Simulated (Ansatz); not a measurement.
Consider the substitution at a C–C bond: `CC(C)(C)[CH2][Ga]([F])[F]` + HBr → `CC(C)(C)Br` + `[CH3][Ga]([F])[F]`.

Gas-phase electronic energies from Ansatz, PBE0-D4/def2-TZVP geometries. CCSD(T)/CBS is the MP2 limit (def2-TZVPP, def2-QZVPP) plus CCSD(T) − MP2 in def2-TZVPP, frozen cores. Functionals use def2-TZVPP. For Br, Ga outer-core shells are correlated without core-valence functions, which leaves a few kJ/mol of doubt a bond. Scalar relativity is left out up to krypton. Each species was taken in one conformer, which may not be the lowest.

CCSD(T)/CBS gives -1.1 kcal/mol.

(1) Another level gave -1.0 kcal/mol. Which?
A. PBE/def2-TZVPP
B. ωB97X-V/def2-TZVPP
C. HF/def2-TZVPP
D. BLYP-D4/def2-TZVPP

Largest T1 diagnostic among the species: 0.014.

## Answers

(1) B. ωB97X-V -1.0, PBE -3.2, HF/def2-TZVPP -4.6, BLYP-D4 -2.0 kcal/mol.

In def2-TZVPP, CCSD(T) changes the Hartree–Fock value by +4.1 kcal/mol (the triples alone add +0.2 kcal/mol) and MP2 by +3.4 kcal/mol. At CCSD(T), def2-SVP lies +4.3 kcal/mol from the extrapolated value and def2-TZVPP +0.6 kcal/mol.
